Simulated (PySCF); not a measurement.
PySCF job for BFH, SMILES F[BH] (connectivity only; charge and spin as stated), charge +1, multiplicity 1, IEF-PCM-M06-2X/def2-TZVPD. The structure is a stationary point at ωB97X-D3(BJ)/def2-TZVPD. The multiplicity is an assumed one; other spin states were not compared. The isomer is the one that the SMILES or the coordinates give; other isomers of the formula were not compared.

```python
import numpy as np
from pyscf import gto, scf, dft
from pyscf.solvent import pcm

mol = gto.M(
    atom='''
    B     0.00000000    0.00000000   -0.65195153
    F     0.00000000    0.00000000    0.56578421
    H     0.00000000    0.00000000   -1.83230019
    ''',
    basis='def2-TZVPD',
    charge=1,
    spin=0,
    max_memory=1600,
    verbose=3,
)
mf = dft.RKS(mol, xc='m06-2x').density_fit(auxbasis='def2-universal-jkfit')
mf.grids.level = 4
mf.conv_tol = 1e-9
mf.max_cycle = 100
mf.kernel()
res = {}
for name, eps in {'water': 78.355, 'ethylethanoate': 5.9867, 'diethylether': 4.24}.items():
    s = mf.PCM()
    s.with_solvent.method, s.with_solvent.eps, s.with_solvent.lebedev_order = 'IEF-PCM', eps, 29
    s.kernel(mf.make_rdm1())
    res[name] = (s.e_tot, eps, s.dip_moment(), s.mo_energy, s.converged)
    print(f'{name}: electrostatic solvation free energy {(s.e_tot - mf.e_tot) * 627.509474:.3f} kcal/mol')
```

Program output:

```
converged SCF energy = -124.970326503487

WARN: PCM is an experimental feature. It is still in testing.
Features and APIs may be changed in the future.

converged SCF energy = -125.082807135581

WARN: System has nonzero charge 1; the dipole moment is origin-dependent.
Location of origin: [0. 0. 0.]

Dipole moment(X, Y, Z, Debye): -0.00000,  0.00000, -3.87280
water: electrostatic solvation free energy -70.583 kcal/mol

WARN: PCM is an experimental feature. It is still in testing.
Features and APIs may be changed in the future.

converged SCF energy = -125.065159509521

WARN: System has nonzero charge 1; the dipole moment is origin-dependent.
Location of origin: [0. 0. 0.]

Dipole moment(X, Y, Z, Debye): -0.00000,  0.00000, -3.83044
ethylethanoate: electrostatic solvation free energy -59.509 kcal/mol

WARN: PCM is an experimental feature. It is still in testing.
Features and APIs may be changed in the future.

converged SCF energy = -125.057292187111

WARN: System has nonzero charge 1; the dipole moment is origin-dependent.
Location of origin: [0. 0. 0.]

Dipole moment(X, Y, Z, Debye): -0.00000,  0.00000, -3.81357
diethylether: electrostatic solvation free energy -54.572 kcal/mol
```

The run converged.

Cost: very roughly 19 core-seconds.
